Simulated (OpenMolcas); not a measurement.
# B2+: CASPT2 settings compared

```yaml
Program: OpenMolcas 26.06
Basis: ANO-RCC-VQZP [5s4p3d2f1g]
Scalar_Hamiltonian: DKH2, point nucleus
Active_space: 1 electron in 4 orbitals (2s 2p)
State_averaging: 2S+1 = 2 even, 1 root; 2S+1 = 2 odd, 3 roots
Spin-orbit_coupling: RASSI with atomic mean-field integrals over the reference wave functions, term energies averaged over their components
```

Methods on the same reference wave functions:
A. CASSCF
B. SS-CASPT2, IPEA 0.4 Eh, real shift 0.25 Eh (closed shells correlated: 1s)
C. SS-CASPT2, IPEA 0.15 Eh, sigma1 regulariser 0.4 Eh (closed shells correlated: 1s)
D. SS-CASPT2, IPEA 0.75 Eh, imaginary shift 0.25 Eh (closed shells correlated: 1s)

Energies in cm⁻¹ above 2s ²S_1/2, the measured ground level; measured values from Moore, Atomic Energy Levels, vol. I, NSRDS-NBS 35 (1971 reprint of NBS Circular 467, 1949).

```tsv
Level	A	B	C	D	Measured
2s ²S_1/2	0.0	0.0	0.0	0.0	0.0
2p ²P°_1/2	48887	48555	48553	48557	48358
2p ²P°_3/2	48917	48585	48584	48587	48393
```

Deviations, from unrounded energies. A percentage is the sum of absolute deviations over the sum of measured energies, with the sign that they share, or ± where signs differ.

| Against measurement | Levels | A | B | C | D |
| --- | --- | --- | --- | --- | --- |
| mean absolute deviation (cm-1) | 2 | 530 | 190 | 190 | 200 |
| other configurations (%) | 2 | +1.1 | +0.4 | +0.4 | +0.4 |

B, C, D lie about equally close to measurement and A furthest from it. The largest miss of C in the table is 2p ²P°_1/2, by +190 cm-1. The ranking rests on the paired levels alone, and a cruder setting can come out closer through cancelling errors.

Among B to D no level of the table moves by more than 5 cm-1.

The lowest spin-free term lies below A's lowest term by 0.036 hartree in B, 0.036 hartree in C, 0.036 hartree in D.

With one active electron the reference holds no correlation, so core polarisation is missing (holds for A). With one active electron, CASPT2 adds the correlation within the correlated inactive shells and between them and that electron, and leaves the splitting within a term as the reference gives it (holds for B; C; D). Measured partners are found by configuration, term and J. A level has none where our copy of the source lacks it or the pairing is in doubt (some pairs that miss far off the trend of their configuration count as doubtful), and it then counts in no deviation. Only configurations of the active space appear.

° marks odd parity.
